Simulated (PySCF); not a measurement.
A side-by-side comparison of computed properties.

First species: C₅H₁₄N₂Si.
SMILES: `CN(C)[Si@H]1CCN1C`

Second species: C6H14Si3.
SMILES: `C=CC[SiH2]C[SiH2]C#C[SiH3]`

Levels: PBE0/pcSseg-1 for dipole moment, HOMO energy, LUMO energy and HOMO–LUMO gap; GFN2-xTB for rotational constant A and rotational constant C. Geometries: GFN2-xTB. Each species is one conformer at its optimised geometry, gas phase, non-relativistic unless stated. Electronic properties by PySCF.

Dipoles, sizes and rotational constants follow the conformer. The torsions of the flexible species, by atom-mapped SMILES:
- `[CH3:1][N:2]([CH3:3])[Si@H:4]1[CH2:5][CH2:6][N:7]1[CH3:8]`: C1–N2–Si4–C5 114°
- `[CH2:1]=[CH:2][CH2:3][SiH2:4][CH2:5][SiH2:6][C:7]#[C:8][SiH3:9]`: C1–C2–C3–Si4 105°, C2–C3–Si4–C5 171°, C3–Si4–C5–Si6 -74°, Si4–C5–Si6–C7 59°

```
             property   column X   column Y
        dipole moment     0.64 D     0.73 D
          HOMO energy   -7.02 eV   -6.11 eV
          LUMO energy   -0.59 eV    1.14 eV
        HOMO–LUMO gap    6.43 eV    7.25 eV
rotational constant A  0.841 GHz  2.716 GHz
rotational constant C  0.372 GHz  1.030 GHz
```

Which column belongs to which species?

Column X is the second species and column Y the first. The first has 22 atoms and 72 electrons, the second 23 and 92.

How does each property change from the first species to the second?

dipole moment -0.09 D; HOMO energy -0.91 eV; LUMO energy -1.73 eV; HOMO–LUMO gap -0.82 eV; rotational constant A -1.875 GHz; rotational constant C -0.658 GHz.

On the first: In atomic units the dipole is 0.29 e·bohr (1 au = 2.5417 D). A dipole of 0.73 D is allowed in C1, and pure rotational transitions are dipole-allowed.

On the second: The dipole equals about 2.1 × 10⁻³⁰ C·m (1 D = 3.33564 × 10⁻³⁰ C·m). GFN2-xTB frequencies show an imaginary mode (29i cm⁻¹), so this geometry is no minimum at that level.
